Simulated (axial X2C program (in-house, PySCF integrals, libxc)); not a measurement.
Worked dissociation energy of AsTe⁻: CCSD, without spin–orbit coupling

Computed with an axial X2C code built on PySCF integrals. Spin-free means the one-electron spin-free X2C Hamiltonian. Basis: Te dyall-acv3z [12s13p9d5f1g], As dyall-acv3z [10s10p7d5f1g] (cores contracted in-house); Gaussian nuclei, density fitting, unrestricted open shells. Masses: Te 129.906 u, As 74.922 u.

Molecular state: M_S = 1, Λ = 0 (beyond evenly filled blocks: π+α, π-α).

Correlated methods: 12 electrons correlated (number of frozen shells: Te 4 s, 3 p, 2 d; As 3 s, 2 p, 1 d), 344 virtual spin orbitals or spinors in MP2, 89 natural virtuals in coupled cluster.

- E(Te-) (2M_S = 1, M_L = 0): -6791.122150 hartree
- E(As) (2M_S = 3, M_L = 0): -2259.175097 hartree
- E(AsTe⁻) at Re: -9050.385130 hartree
- ωe: 268.6 cm⁻¹
- ωexe: 0.617 cm⁻¹

Question: Work out De and D0.

Answer: De = -6791.122150 + (-2259.175097) − (-9050.385130) = 0.08788 hartree = 2.391 eV. The zero-point energy is ωe/2 − ωexe/4 = 134 cm⁻¹ = 0.017 eV, so D0 = 2.375 eV.

The state is one determinant whose occupation by symmetry is held fixed; it was picked as the lowest of a PBE0 search that is not exhaustive. Dissociation energies refer to the lowest single-determinant-based atoms at the same level and basis. CCSD ran in a truncated set of natural virtual spinors with an MP2 remainder; without triples it tends to underbind. Other states lie close and PBE0, whose exact exchange favours high spin, may order them wrongly; the determinant shown need not be the ground state. The nearest other spin-free determinant of the search, M_S = 0, Λ = 2, lies 0.58 eV up at the distance of the search. The determinant is spin-polarised beyond a pure state at some levels (its spin-free form has ⟨S²⟩ too high), which makes Re and μ there less reliable. With the outer-core shells frozen, correlated bond lengths of heavy atoms tend to come out a few hundredths of an ångström too long. Spin-free De lacks the spin–orbit lowering of the heavy p-block atom, a tenth of an eV or more for 4p and 5p, up to an eV for 6p and one to two eV for 7p atoms, less what an open-shell molecule gains itself.

Each atomic determinant is the lowest at this level and need not be a pure term. Totals compare only within one Hamiltonian and basis.
